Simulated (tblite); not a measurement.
A geometry optimisation, step by step.

C₅H₅BrP₂.
Atom-mapped SMILES: `[CH3:1][c:2]1[cH:3][p:4][c:5]([Br:6])[p:7][cH:8]1` (hydrogens: H9, H10, H11 on C1; H12 on C3; H13 on C8)

Computed with GFN2-xTB (tblite), gas phase: L-BFGS steps from a force-field or distance-geometry start until the largest atomic force falls under 0.01 eV/Å. 8 of its 45 geometries are shown.

Step 0: E = -605.1016 eV, largest atomic force 2.724 eV/Å
```
atom  x, y, z in Å  |  force x, y, z in eV/Å
C1     -1.847   -0.396   -0.430   -0.150  -0.177  -0.300
C2     -0.469    0.031    0.012    1.011  -0.409   0.378
C3      0.098   -0.710    1.103    0.558   2.213  -0.277
P4      1.707   -0.344    1.891   -1.115  -1.367  -1.939
C5      2.496    0.384    0.432   -1.527   0.810   0.297
Br6     3.737   -0.599   -0.589    0.638   0.453   0.502
P7      1.730    1.899   -0.267   -1.005  -2.232  -1.194
C8      0.113    1.131   -0.659    0.734  -0.052   1.970
H9     -2.005   -1.470   -0.275    0.029   0.281   0.081
H10    -2.613    0.159    0.144    0.400  -0.265  -0.269
H11    -2.000   -0.200   -1.499    0.010   0.059   0.307
H12    -0.490   -1.510    1.561    0.256   0.584   0.021
H13    -0.461    1.624   -1.441    0.160   0.102   0.422
```

Step 6: E = -606.5413 eV, largest atomic force 1.087 eV/Å
```
atom  x, y, z in Å  |  force x, y, z in eV/Å
C1     -1.845   -0.424   -0.457    0.273   0.347   0.328
C2     -0.508    0.052    0.045    0.303   0.251   0.385
C3      0.047   -0.554    1.165    0.268  -0.638  -0.059
P4      1.719   -0.670    1.655   -0.478   0.566  -0.675
C5      2.386    0.366    0.403   -0.241  -0.095  -0.197
Br6     3.924   -0.402   -0.381    1.082   0.074   0.071
P7      1.733    1.665   -0.591   -0.324  -0.708   0.563
C8      0.060    1.190   -0.511    0.275  -0.066  -0.572
H9     -1.990   -1.486   -0.263    0.038   0.124  -0.139
H10    -2.562    0.142    0.125   -0.529  -0.037  -0.036
H11    -1.981   -0.184   -1.511    0.031  -0.151   0.116
H12    -0.506   -1.373    1.613   -0.318   0.137   0.155
H13    -0.481    1.677   -1.310   -0.381   0.195   0.059
```

Step 13: E = -607.0572 eV, largest atomic force 0.396 eV/Å
```
atom  x, y, z in Å  |  force x, y, z in eV/Å
C1     -1.882   -0.363   -0.396   -0.107  -0.093  -0.105
C2     -0.549    0.093    0.089    0.112  -0.006   0.055
C3      0.031   -0.617    1.126    0.237  -0.047   0.033
P4      1.718   -0.792    1.483    0.074   0.098  -0.170
C5      2.423    0.198    0.227   -0.148   0.016  -0.009
Br6     4.290   -0.165   -0.134   -0.097   0.166   0.169
P7      1.736    1.500   -0.720    0.110  -0.178   0.099
C8      0.046    1.153   -0.573    0.236   0.019  -0.037
H9     -1.950   -1.433   -0.261   -0.211  -0.263   0.191
H10    -2.709    0.121    0.103   -0.177   0.116   0.112
H11    -1.939   -0.184   -1.459   -0.219   0.204  -0.259
H12    -0.623   -1.268    1.700    0.105   0.003  -0.058
H13    -0.597    1.757   -1.204    0.085  -0.036  -0.021
```

Step 19: E = -607.1210 eV, largest atomic force 0.310 eV/Å
```
atom  x, y, z in Å  |  force x, y, z in eV/Å
C1     -1.913   -0.359   -0.392   -0.246   0.010   0.006
C2     -0.546    0.074    0.071   -0.092  -0.190  -0.192
C3      0.061   -0.647    1.090   -0.061   0.065  -0.078
P4      1.742   -0.818    1.440    0.008  -0.148   0.138
C5      2.437    0.168    0.195    0.093   0.105   0.089
Br6     4.335   -0.044   -0.009    0.166   0.032   0.038
P7      1.763    1.458   -0.747   -0.021   0.121  -0.125
C8      0.076    1.115   -0.603   -0.036  -0.048   0.043
H9     -2.042   -1.431   -0.221    0.080   0.153  -0.111
H10    -2.740    0.134    0.114    0.104   0.197   0.215
H11    -2.034   -0.142   -1.457    0.089  -0.119   0.146
H12    -0.584   -1.264    1.700   -0.045  -0.163  -0.011
H13    -0.558    1.756   -1.200   -0.039  -0.015  -0.157
```

Step 25: E = -607.2046 eV, largest atomic force 0.281 eV/Å
```
atom  x, y, z in Å  |  force x, y, z in eV/Å
C1     -1.985   -0.327   -0.360    0.169  -0.011  -0.003
C2     -0.548   -0.003   -0.008   -0.044   0.174   0.153
C3      0.076   -0.713    1.013   -0.016  -0.045  -0.097
P4      1.756   -0.838    1.415   -0.008  -0.078   0.069
C5      2.485    0.216    0.246    0.051  -0.025  -0.022
Br6     4.415    0.107    0.148   -0.099   0.066   0.069
P7      1.776    1.434   -0.766   -0.026   0.071  -0.077
C8      0.090    1.042   -0.672   -0.007  -0.096  -0.052
H9     -2.179   -1.390   -0.207    0.012   0.146   0.179
H10    -2.691    0.257    0.243    0.204  -0.133  -0.140
H11    -2.168   -0.129   -1.418    0.013   0.174   0.160
H12    -0.529   -1.358    1.644   -0.127  -0.023  -0.217
H13    -0.503    1.702   -1.298   -0.122  -0.221  -0.022
```

Step 31: E = -607.2927 eV, largest atomic force 0.308 eV/Å
```
atom  x, y, z in Å  |  force x, y, z in eV/Å
C1     -2.002   -0.270   -0.300    0.124   0.085   0.083
C2     -0.530   -0.051   -0.059    0.134  -0.029  -0.020
C3      0.103   -0.813    0.908   -0.011  -0.116   0.093
P4      1.772   -0.889    1.380   -0.020   0.068  -0.148
C5      2.509    0.277    0.309   -0.293  -0.070  -0.064
Br6     4.439    0.327    0.378   -0.122   0.060   0.060
P7      1.790    1.401   -0.817    0.011  -0.135   0.049
C8      0.118    0.940   -0.777   -0.032   0.084  -0.094
H9     -2.305   -1.291   -0.093    0.104  -0.100   0.002
H10    -2.560    0.376    0.368   -0.152   0.150   0.157
H11    -2.292   -0.016   -1.314    0.094   0.004  -0.105
H12    -0.535   -1.504    1.450    0.083  -0.062   0.054
H13    -0.510    1.514   -1.451    0.079   0.061  -0.067
```

Step 38: E = -607.3249 eV, largest atomic force 0.097 eV/Å
```
atom  x, y, z in Å  |  force x, y, z in eV/Å
C1     -2.001   -0.224   -0.252    0.004   0.008   0.010
C2     -0.517   -0.062   -0.070   -0.031  -0.040  -0.038
C3      0.110   -0.872    0.864    0.005   0.015   0.026
P4      1.774   -0.944    1.334    0.032   0.044  -0.080
C5      2.472    0.271    0.303    0.025   0.016   0.021
Br6     4.385    0.461    0.517   -0.035   0.005   0.006
P7      1.793    1.357   -0.875    0.037  -0.080   0.039
C8      0.125    0.898   -0.836    0.001   0.025   0.012
H9     -2.311   -1.245   -0.041   -0.006   0.030   0.000
H10    -2.527    0.441    0.436    0.009  -0.033  -0.033
H11    -2.300    0.033   -1.267   -0.003  -0.002   0.032
H12    -0.517   -1.578    1.396   -0.019   0.002   0.005
H13    -0.491    1.463   -1.527   -0.020   0.010   0.000
```

Step 44: E = -607.3261 eV, largest atomic force 0.005 eV/Å
```
atom  x, y, z in Å  |  force x, y, z in eV/Å
C1     -2.004   -0.219   -0.247    0.001   0.000   0.000
C2     -0.518   -0.067   -0.075   -0.001  -0.002  -0.003
C3      0.112   -0.877    0.857    0.003  -0.002  -0.003
P4      1.778   -0.952    1.320    0.002  -0.002   0.004
C5      2.477    0.273    0.304   -0.004   0.001   0.001
Br6     4.382    0.484    0.541   -0.002  -0.001   0.000
P7      1.797    1.343   -0.884    0.002   0.003  -0.003
C8      0.127    0.891   -0.843    0.003  -0.002  -0.002
H9     -2.320   -1.237   -0.033   -0.001   0.003  -0.002
H10    -2.521    0.448    0.443    0.002  -0.001   0.000
H11    -2.309    0.041   -1.258   -0.001  -0.004   0.003
H12    -0.515   -1.584    1.390   -0.003   0.004   0.001
H13    -0.489    1.457   -1.533   -0.003   0.002   0.004
```

Problem. Summarise the path.

Solution. The energy falls by 214.63 kJ/mol from step 0 to step 44; nine tenths of that is first reached at step 18. It falls at every step. The largest force goes from 2.724 to 0.005 eV/Å. Among the bonds P7–C8 changes most, from 1.833 to 1.731 Å; the atoms move by 0.635 Å rms after alignment.

Problem. Follow the three bonds and two angles with the largest change from start to end.

Solution. 
| step | E above end (kJ/mol) | largest force (eV/Å) | P7–C8 (Å) | C3–P4 (Å) | C5–P7 (Å) | P4–C5–P7 (°) | P4–C5–Br6 (°) |
| --- | --- | --- | --- | --- | --- | --- | --- |
| 0 | 214.63 | 2.724 | 1.833 | 1.829 | 1.835 | 117.2 | 120.9 |
| 2 | 140.86 | 1.747 | 1.702 | 1.707 | 1.741 | 122.7 | 116.7 |
| 4 | 105.35 | 1.120 | 1.733 | 1.728 | 1.738 | 130.3 | 113.1 |
| 6 | 75.71 | 1.087 | 1.741 | 1.746 | 1.761 | 134.2 | 111.4 |
| 8 | 51.42 | 0.750 | 1.731 | 1.733 | 1.740 | 135.3 | 111.4 |
| 10 | 35.56 | 0.642 | 1.727 | 1.723 | 1.730 | 133.1 | 113.2 |
| 11 | 31.46 | 0.634 | 1.728 | 1.725 | 1.736 | 131.9 | 114.0 |
| 13 | 25.94 | 0.396 | 1.732 | 1.733 | 1.750 | 130.7 | 114.6 |
| 15 | 23.49 | 0.260 | 1.730 | 1.731 | 1.743 | 131.0 | 114.4 |
| 17 | 22.01 | 0.269 | 1.728 | 1.727 | 1.734 | 131.3 | 114.2 |
| 19 | 19.78 | 0.310 | 1.728 | 1.726 | 1.734 | 131.1 | 114.2 |
| 21 | 17.43 | 0.516 | 1.731 | 1.732 | 1.743 | 130.8 | 114.3 |
| 23 | 14.15 | 0.342 | 1.734 | 1.736 | 1.746 | 130.5 | 114.5 |
| 25 | 11.72 | 0.281 | 1.733 | 1.733 | 1.735 | 130.4 | 114.7 |
| 27 | 8.80 | 0.379 | 1.733 | 1.731 | 1.730 | 129.9 | 115.0 |
| 29 | 5.46 | 0.341 | 1.734 | 1.734 | 1.740 | 129.6 | 115.2 |
| 31 | 3.22 | 0.308 | 1.735 | 1.736 | 1.746 | 130.6 | 114.7 |
| 33 | 1.91 | 0.230 | 1.734 | 1.734 | 1.739 | 132.3 | 113.8 |
| 34 | 1.43 | 0.243 | 1.733 | 1.733 | 1.737 | 132.5 | 113.7 |
| 36 | 0.54 | 0.174 | 1.731 | 1.731 | 1.737 | 132.8 | 113.6 |
| 38 | 0.11 | 0.097 | 1.730 | 1.730 | 1.740 | 132.9 | 113.6 |
| 40 | 0.02 | 0.031 | 1.731 | 1.731 | 1.738 | 132.7 | 113.6 |
| 42 | 0.00 | 0.013 | 1.731 | 1.731 | 1.738 | 132.6 | 113.7 |
| 44 | 0.00 | 0.005 | 1.731 | 1.731 | 1.738 | 132.6 | 113.7 |

What follows is the cost of the whole relaxation. The run took 0.42 s of wall time on one thread, Arm Neoverse V1 (aarch64), on a shared host.
